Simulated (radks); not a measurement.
Ionisation of neutral neon, [Ne], to [He] 2s2 2p5 as the strength of local exchange is varied. Method: non-relativistic Kohn-Sham, Slater X-alpha exchange (alpha = 2/3 is LDA exchange), no correlation, spin-polarised, spherical densities, point nucleus; computed with a radial shooting solver on a logarithmic mesh with Libxc functionals.

| alpha | E(Ne) (hartree) | exchange (hartree) | IE (eV) | -e of the level emptied (eV) | <r> of it (bohr) |
|---|---|---|---|---|---|
| 0.552 | -125.62236 | -8.93255 | 18.297 | 10.083 (2p) | 1.021 |
| 0.637 | -127.00490 | -10.41363 | 19.924 | 11.532 (2p) | 0.9977 |
| 0.667 | -127.49621 | -10.94299 | 20.514 | 12.062 (2p) | 0.9897 |
| 0.696 | -127.97281 | -11.45798 | 21.092 | 12.584 (2p) | 0.9823 |
| 1.039 | -133.73317 | -17.79196 | 28.494 | 19.412 (2p) | 0.9046 |

NIST Atomic Spectra Database: 21.565 eV (measured). The Delta-SCF value meets it near alpha = 0.72. Open shells are spherical and high-spin; term and fine-structure splittings are not resolved.
